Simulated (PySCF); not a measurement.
# Structure from NMR data

An unknown has the formula C₆H₁₁BF₂. Its calculated NMR data are:

1H NMR (600 MHz, computed): δ 7.39 (br, 1H), 5.66 (m, 1H), 2.10 (m, 1H), 2.00 (m, 1H), 1.84 (m, 1H), 1.80 (m, 1H), 1.42 (m, 1H), 1.26 (m, 1H), 1.13 (m, 1H), 1.11 (m, 1H), 0.75 (m, 1H).

13C{1H} NMR (computed): δ 119.1 (CH), 47.4 (CH), 28.6 (CH2), 27.9 (CH2), 25.8 (CH2), 25.4 (CH2).

PySCF calculation with structure optimised with PBE0-D3(BJ)/def2-SVP and shieldings: GIAO B97-2/pcSseg-1; relativity neglected, no solvent, single conformer.

δ = σ(ref) − σ, references computed at the same level: TMS for 1H (σ = 31.38 ppm), 13C (σ = 183.69 ppm).

Propose a structure and justify it.

## Answers


6 carbon signals for 6 carbons: no two carbons are equivalent. Carbon types of the structure: 2 × CH, 4 × CH2, leaving 1 H on heteroatoms. δC 119.1: sp3 CH bonded to 2 F; 2 electronegative neighbours deshield it. δC 47.4: sp3 CH bonded to B. δC 28.6, 25.8, 25.4: sp3 CH2 in a ring; aliphatic region, no heteroatom directly attached. δC 27.9: sp3 CH2 bonded to B. δH 7.39: hydrogen on a boron bonded to 2 C, in a 6-membered ring. δH 5.66: hydrogen on an sp3 CH bonded to 2 F; its carbon carries F, an electronegative neighbour. δH 1.11: hydrogen on an sp3 CH bonded to B.

Structure: `FC(F)[C@@H]1BCCCC1`.

The shifts were computed for this structure.

Hydrogens on boron are broadened and split by 11B (spin 3/2, 80 %) and 10B (spin 3). A carbon bonded to boron is broadened by the quadrupolar boron nucleus and is often missing from a measured spectrum. Splittings by 19F in the carbon and heteronuclear signals aren't shown, as no couplings were computed. Shifts are as computed. Against solution values, carbons near 30 ppm lie about +1 ppm off and those near 130 ppm about +2 ppm. Of 1211 compounds with measured shifts, 218 miss one by over three times the rms of a fit or turn the order of signals round; such compounds aren't used in these exercises. No couplings were computed; multiplicities are counted from neighbouring protons, with m where these are inequivalent, close in shift, in a saturated or five-membered ring or joined by F or P, and br s for small geminal =CH2 splittings.
